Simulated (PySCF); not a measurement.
Telling isomers of C5H5F3O2 apart by NMR

PySCF 2.14.0 with density-fitted response routines calculation with shieldings: GIAO PBE0/pcSseg-1, geometry: PBE0-D3(BJ)/def2-SVP and J couplings at B3LYP/pcJ-1 (spin–dipole term left out of most H,H and C,H couplings); no solvent, non-relativistic Hamiltonian, single conformer, averaged over atoms made equivalent by symmetry, fast rotation or ring inversion.

δ = σ(ref) − σ, references computed at the same level: TMS for 1H (31.27 ppm) and 13C (184.41 ppm). Multiplet labels drop J under 1 Hz and among equivalent protons, and merge close values. Unscaled 3J(H,H) run several per cent high. One-bond C–F couplings are unscaled and too large by tens of Hz. Shifts are as computed. Against solution values, carbons near 30 ppm lie about +2 ppm off and those near 130 ppm about +5 ppm (rms about the fit 1.9 ppm; single classes can miss by 10 ppm). Of 1328 compounds with measured shifts, 309 miss one by over three times the rms of a fit or turn the order of signals round; such compounds aren't used in these exercises. Signals without a measured value on file couldn't be tested in this way; 1H shifts scatter by 0.2 ppm about their fit, and single ones miss by 0.5 ppm. OH and NH positions are gas-phase values without hydrogen bonding to other molecules.

(1) Tabulate the signals of `FC(F)(F)OC1=COCC1`, `O[C@@]12C[C@@H]1[C@H]2OC(F)(F)F` and their relative energies.

(2) What is the quickest way to tell FC(F)(F)OC1=COCC1 from O[C@@]12C[C@@H]1[C@H]2OC(F)(F)F?

Answers

(1) 
```json
{"SMILES": "FC(F)(F)OC1=COCC1", "carbon types": "2×C 1×CH 2×CH2", "δC": "135.1, 134.0, 126.6, 68.3, 32.5", "δH": "6.22 (tq, 1H), 4.33 (dd, 2H), 2.95 (ddd, 2H)", "E rel. (kcal/mol)": "0.0"}
{"SMILES": "O[C@@]12C[C@@H]1[C@H]2OC(F)(F)F", "carbon types": "2×C 2×CH 1×CH2", "δC": "128.5, 67.4, 55.9, 19.8, 10.0", "δH": "3.23 (dqd, 1H), 2.23 (dt, 1H), 2.04 (br s, 1H), 1.85 (d, 1H), 0.70 (dd, 1H)", "E rel. (kcal/mol)": "29.2"}
```

Energies are electronic energies at PBE0/pcSseg-1 on these geometries, without zero-point or thermal terms, each for the one conformer computed, which needn't be the lowest.

(2) Both give the same number of carbon signals, but DEPT or the intensities differ. The first has an alkene carbon bearing oxygen (CH) at 135.1 ppm, the second a three-membered-ring carbon (CH) at 67.4 ppm. Their most deshielded carbons lie at 135.1 and 128.5 ppm. In the proton spectra the most deshielded non-exchanging signals are 6.22 (tq, J = 3.2, 2.7 Hz, 1H) and 3.23 (dqd, J = 2.6, 1.8, 1.7 Hz, 1H).
